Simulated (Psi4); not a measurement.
Here is a job for Psi4.
```
memory 2 GB

molecule {
1 2
O    -0.04383216    1.02148558    0.01469068
H    -0.96672120    1.40203158    0.00503415
Cl    0.07749285   -0.56317154   -0.00720939
}

set {
  basis 6-31g**
  reference uks
}

energy('bhhlyp')
print_variables()
```

Task: What does this run give for the total energy, nuclear repulsion energy, number of basis functions, <S^2>?

Result: 
| Property | Value |
|---|---|
| total energy | -535.4871 Eh |
| nuclear repulsion energy | 53.5617 Eh |
| number of basis functions | 39 |
| <S^2> | 0.757 |

These values belong to the state on which the SCF converged, which isn't shown to be the lowest.
